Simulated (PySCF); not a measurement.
**Oscillator strengths, rates and cross-sections**

Compound: [VO2Cl2]- (charge -1 and singlet state).
SMILES: `[O]=[V-](=[O])([Cl])[Cl]`

Method used: TDDFT wB97X-D/def2-SVPD, vertical, gas phase, core orbitals frozen in the response (PySCF 2.14.0, density-fitted response routines). Isolated species at its PBE0-D3(BJ)/def2-SVP geometry, gas phase.

Relations used (vacuum, state to state): A = 0.6670 f ν̃² s⁻¹ (ν̃ in cm⁻¹); τ = 1/A; f = (2/3) ΔE |μ|² in atomic units; ∫σ dE = 109.76 f Mb·eV.

Only emission to the ground state at the vertical energy is counted.

Energies and rates of the computed singlets with f of 0.002 or more:

| state | ν̃ (cm⁻¹) | A (s⁻¹) |
| --- | --- | --- |
| S1 | 31510 | 1.50×10⁶ |
| S5 | 38580 | 4.45×10⁷ |
| S6 | 40870 | 4.22×10⁶ |
| S12 | 45530 | 5.96×10⁶ |
| S13 | 45800 | 2.24×10⁷ |
| S14 | 47950 | 3.32×10⁷ |
| S15 | 48170 | 1.66×10⁷ |

Q: Go back from the rates to the oscillator strengths and transition dipoles.

A: f = A / (0.6670 ν̃²), and |μ| follows from f:

| state | f | \|μ\| (D) | τ | main configurations (H = HOMO, L = LUMO) |
| --- | --- | --- | --- | --- |
| S1 | 0.0023 | 0.39 | 670 ns | H→L (92%) |
| S5 | 0.045 | 1.57 | 22 ns | H-1→L (73%), H-5→L (12%) |
| S6 | 0.0038 | 0.44 | 240 ns | H-3→L (54%), H-6→L (16%) |
| S12 | 0.0043 | 0.45 | 170 ns | H-3→L+1 (43%), H-6→L+1 (16%), H-5→L (12%) |
| S13 | 0.016 | 0.86 | 45 ns | H-5→L (31%), H-8→L (29%), H-1→L (16%) |
| S14 | 0.022 | 0.98 | 30 ns | H-6→L (36%), H-3→L (35%), H-2→L+2 (10%) |
| S15 | 0.011 | 0.69 | 60 ns | H-2→L+2 (45%), H-1→L+1 (18%), H-6→L (16%) |

Q: How much energy does a mole of photons resonant with S5 carry?

A: 4.783 eV × 96.485 = 461 kJ/mol (110 kcal/mol).

Q: What is the integrated cross-section of all computed states together?

A: Σf = 0.105 over S1 to S15, so 109.76 × Σf ≈ 11.5 Mb·eV.

Q: Suppose S1 emitted 0.3 eV lower with the same transition dipole. How would A change?

A: At fixed |μ|, A goes as the cube of the energy: (3.61/3.91)³ = 0.79, which makes τ about 850 ns.

No detachment energy is given for this anion; states above it aren't bound, and a finite basis only mimics them.

Hardware: an Arm Neoverse V2 with one thread, shared host. Cost: 17 s.
